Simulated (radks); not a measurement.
Values are calculated unless marked as measured or tabulated.
Coulomb parameter of the 4f shell of the europium ion Eu+ in the model configuration [Xe] 4f5.5 6s1 6p1.5, as a second difference U = [E(n + 0.5) + E(n - 0.5) - 2 E(n)] / (0.5)^2 with all orbitals relaxed. "Bare": the charge of the atom changes with n. "Screened": the 6p shell takes up the change at fixed total charge, which measures U(4f,4f) + U(6p,6p) - 2 U(4f,6p). Level of theory: scalar-relativistic Kohn-Sham, PBEsol, spin-unpolarised, spherical densities, point nucleus (a radial shooting solver on a logarithmic mesh with Libxc functionals).

case                  configuration  E - E(n) (eV)
start          [Xe] 4f5.5 6s1 6p1.5          0.000
bare +0.5        [Xe] 4f6 6s1 6p1.5         -9.696
bare -0.5        [Xe] 4f5 6s1 6p1.5         13.908
screened +0.5      [Xe] 4f6 6s1 6p1         -6.787
screened -0.5      [Xe] 4f5 6s1 6p2          9.124

U(bare) = 16.850 eV, U(screened by 6p) = 9.346 eV, against the Slater integral F0(4f,4f) = 29.558 eV with frozen orbitals.
